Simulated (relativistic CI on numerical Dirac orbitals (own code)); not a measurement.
# Zn⁴⁺ (3d8) in a crystal field

Calculated by Dirac-Coulomb-Breit CI, orbitals from a KLI potential per configuration, a model potential for QED, valence Slater integrals scaled by 0.7, one configuration in a parametric crystal field (own radial code).

Field parameters in Wybourne normalisation: Td as Oh with Dq negative (B⁴₀ = 21Dq, B⁴₄ = √(5/14) B⁴₀). The field is a parameter set, without covalency.

S is read from ⟨S²⟩ = S(S + 1).

Levels (cm⁻¹, degeneracy): 0 (1), 725 (3), 1991 (2), 2363 (3), 9658 (3), 9700 (3), 9919 (2), 10414 (1), 17708 (3), 18433 (2), 19647 (3), 25517 (3).

Q: Which field gives this pattern?
A. Td, 10Dq = -4000 cm⁻¹
B. Td, 10Dq = -9350 cm⁻¹
C. Td, 10Dq = -14650 cm⁻¹
D. Td, 10Dq = -11100 cm⁻¹

A: B. Td, 10Dq = -9350 cm⁻¹, ground level with S = 1.00.
